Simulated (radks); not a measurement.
Species: Nd XXV. Configuration: [Kr]. All-electron calculation, Dirac Kohn-Sham, BLYP, spin-unpolarised, spherical densities, finite nucleus; Fermi nuclear charge, rms radius 4.9123 fm. Program: a radial shooting solver on a logarithmic mesh with Libxc functionals.

Unscreened Slater integrals over Kohn-Sham orbitals (hartree). Large and small components are both included. Empty in this configuration: 4d3/2.

| integral | value |
|---|---|
| F0(4p3/2,4p3/2) | 1.5439 |
| F2(4p3/2,4p3/2) | 0.80975 |
| F0(4p3/2,4p1/2) | 1.5692 |
| G2(4p3/2,4p1/2) | 0.81627 |
| F0(4p3/2,4s1/2) | 1.5739 |
| G1(4p3/2,4s1/2) | 1.0668 |
| F0(4p3/2,3d5/2) | 1.9668 |
| F2(4p3/2,3d5/2) | 0.54331 |
| G1(4p3/2,3d5/2) | 0.17634 |
| G3(4p3/2,3d5/2) | 0.17661 |
| F0(4p3/2,4d3/2) | 1.5398 |
| F2(4p3/2,4d3/2) | 0.79390 |
| G1(4p3/2,4d3/2) | 0.98834 |
| G3(4p3/2,4d3/2) | 0.63265 |
| F0(4p1/2,4p1/2) | 1.5965 |
| F0(4p1/2,4s1/2) | 1.6013 |
| G1(4p1/2,4s1/2) | 1.0852 |
| F0(4p1/2,3d5/2) | 2.0226 |
| G3(4p1/2,3d5/2) | 0.18589 |
| F0(4p1/2,4d3/2) | 1.5655 |
| G1(4p1/2,4d3/2) | 1.0178 |
| F0(4s1/2,4s1/2) | 1.6068 |
| F0(4s1/2,3d5/2) | 2.0241 |
| G2(4s1/2,3d5/2) | 0.18439 |
| F0(4s1/2,4d3/2) | 1.5702 |
| G2(4s1/2,4d3/2) | 0.78755 |
| F0(3d5/2,3d5/2) | 3.7847 |
| F2(3d5/2,3d5/2) | 1.9204 |
| F4(3d5/2,3d5/2) | 1.2334 |
| F0(3d5/2,4d3/2) | 1.9835 |
| F2(3d5/2,4d3/2) | 0.55993 |
| G2(3d5/2,4d3/2) | 0.22213 |
| G4(3d5/2,4d3/2) | 0.17445 |
| F0(4d3/2,4d3/2) | 1.5393 |
| F2(4d3/2,4d3/2) | 0.78806 |
